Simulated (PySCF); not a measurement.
Species: C8H15B.
Atom-mapped SMILES: `[BH:1]1[CH2:2][CH2:3][CH2:4][C@@H:5]1[CH:6]1[CH2:7][CH2:8][CH2:9]1`

Computed, not measured: PySCF 2.14.0, delta-SCF UKS SCAN, pcX-2 on the ionised atom, pcseg-1 elsewhere, spin-free X2C. Binding energies are ΔSCF values: E(core-ionised, relaxed orbitals) − E(ground state) at a fixed geometry, referred to the vacuum level.

Some binding energies are withheld.

```json
{"atom(s)": "B1", "bonded to": "2 C and H", "level": "B 1s", "binding energy (eV)": "?"}
{"atom(s)": "C2", "bonded to": "C, 2 H and B", "level": "C 1s", "binding energy (eV)": "?"}
{"atom(s)": "C3", "bonded to": "2 C and 2 H", "level": "C 1s", "binding energy (eV)": "?"}
{"atom(s)": "C4", "bonded to": "2 C and 2 H", "level": "C 1s", "binding energy (eV)": "290.16"}
{"atom(s)": "C5", "bonded to": "2 C, H and B", "level": "C 1s", "binding energy (eV)": "289.66"}
{"atom(s)": "C6", "bonded to": "3 C and H", "level": "C 1s", "binding energy (eV)": "290.15"}
{"atom(s)": "C7", "bonded to": "2 C and 2 H", "level": "C 1s", "binding energy (eV)": "290.10"}
{"atom(s)": "C8", "bonded to": "2 C and 2 H", "level": "C 1s", "binding energy (eV)": "290.23"}
{"atom(s)": "C9", "bonded to": "2 C and 2 H", "level": "C 1s", "binding energy (eV)": "290.07"}
```

**Question.** Fill in C 1s for C3.

**Answer.** 290.28 eV (ring CH2 carbon). The nearest listed C 1s value is that of C8; the shift against it is +0.05 eV.

**Question.** What is the C 1s binding energy of C2?

**Answer.** 289.85 eV (sp3 carbon bound to boron). The nearest listed C 1s value is that of C5; the shift against it is +0.19 eV.

**Question.** Fill in B 1s for B1.

**Answer.** 195.30 eV (three-coordinate boron).

The listed C 1s values span 0.62 eV, from C5 (bonded to 2 C, H and B) to C3 (bonded to 2 C and 2 H). Summing the Pauling electronegativity differences to the bonded atoms, each weighted by its formal bond order, gives -0.86 for the lowest site and -0.70 for the highest; the largest sum, -0.35, belongs to C6, 0.13 eV below the top. The smallest sum, -1.21, belongs to C2, 0.19 eV above the lowest. The values 290.07 and 290.10 eV; the values 290.15 and 290.16 eV lie too close for their order to be trusted.

**Question.** Which effective nuclear charge Zeff reproduces each element's mean 1s value in the hydrogen-like formula E = 13.606 eV × Zeff²?

**Answer.** B (Z = 5): mean 195.3 eV, Zeff = 3.79, Z − Zeff = 1.21; C (Z = 6): mean 290.1 eV, Zeff = 4.62, Z − Zeff = 1.38. Means run over the listed sites, weighted by atom count.

Geometry: PBE0-D3(BJ)/def2-SVP, one conformer, isolated molecule.

Time: 2.6 min of wall time; peak memory 1.1 GiB. Hardware: an Arm Neoverse V1 with one thread, no GPU, on a shared host.
